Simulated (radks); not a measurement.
Valence configurations of S (all share [Ne]). Method: non-relativistic Kohn-Sham, SCAN, spin-polarised, spherical densities, point nucleus; open shells are filled with parallel spins first; meta-GGA in the generalised Kohn-Sham scheme; computed with a radial shooting solver on a logarithmic mesh with Libxc functionals. Energies are relative to 3s2 3p4; eigenvalues in eV for spin up.

| valence | E (eV) | moment (Bohr magnetons) | e(3p) | e(3s) |
|---|---|---|---|---|
| 3s2 3p4 | 0.000 | 2 | -8.148 | -18.914 |
| 3s1.5 3p4.5 | 5.233 | 2 | -8.521 | -19.407 |
| 3s1 3p5 | 10.355 | 2 | -8.949 | -19.966 |
| 3s0.5 3p5.5 | 16.834 | 1 | -8.692 | -19.658 |
| 3p6 | 22.598 | 0 | -8.353 | - |

NIST lists [Ne] 3s2 3p4 as the ground configuration; this level of theory agrees among the configurations tried. The energies are those of spherical high-spin densities, not of single terms.
